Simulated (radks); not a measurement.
All-electron atom: Cr+ in [Ar] 3d4 4s1 (not the ground configuration).

Method: scalar-relativistic Kohn-Sham, PBEsol, spin-polarised, spherical densities, finite nucleus; open shells are filled with parallel spins first; Fermi nuclear charge, rms radius 3.6452 fm; computed with a radial shooting solver on a logarithmic mesh with Libxc functionals.

Energy parts (eV):
| part | energy |
|---|---|
| total | -28553.461 |
| kinetic | 28840.184 |
| electron-nucleus | -67919.482 |
| Hartree | 11814.774 |
| exchange-correlation | -1288.938 |

Orbitals (lengths in bohr, moments of r in powers of bohr; <r^-3> diverges for s and p1/2; r(max) is where P^2 peaks):
| orbital | occ. | eigenvalue (eV) | <r> | <r^2> | <r^-3> | r(max) |
|---|---|---|---|---|---|---|
| 1s up | 1 | -5885.419 | 0.06360 | 0.005440 | - | 0.04164 |
| 1s down | 1 | -5885.390 | 0.06360 | 0.005440 | - | 0.04164 |
| 2s up | 1 | -678.5948 | 0.2936 | 0.1019 | - | 0.2438 |
| 2s down | 1 | -677.0159 | 0.2932 | 0.1015 | - | 0.2436 |
| 2p up | 3 | -572.3295 | 0.2603 | 0.08344 | 360.8 | 0.1978 |
| 2p down | 3 | -571.1144 | 0.2598 | 0.08306 | 362.0 | 0.1977 |
| 3s up | 1 | -86.8986 | 0.8982 | 0.9315 | - | 0.7758 |
| 3s down | 1 | -82.8489 | 0.8994 | 0.9340 | - | 0.7764 |
| 3p up | 3 | -58.3293 | 0.9574 | 1.081 | 43.72 | 0.7958 |
| 3p down | 3 | -54.3057 | 0.9596 | 1.087 | 43.31 | 0.7968 |
| 3d up | 4 | -15.0502 | 1.261 | 2.079 | 3.355 | 0.8185 |
| 3d down | 0 | -11.1315 | 1.297 | 2.224 | 3.260 | 0.8255 |
| 4s up | 1 | -12.1363 | 2.838 | 9.174 | - | 2.440 |

The highest occupied level is 4s up at -12.136 eV. The density falls to 0.001 e/bohr^3 at r = 3.97 bohr. The spin density at the nucleus is 5.294 e/bohr^3 (1s 0.034, 2s -1.583, 3s 0.511, 4s 6.333). Summed over all electrons, <r^2> = 26.57 bohr^2, which gives a Langevin (diamagnetic) susceptibility term of -21 x 10^-6 cm^3/mol.
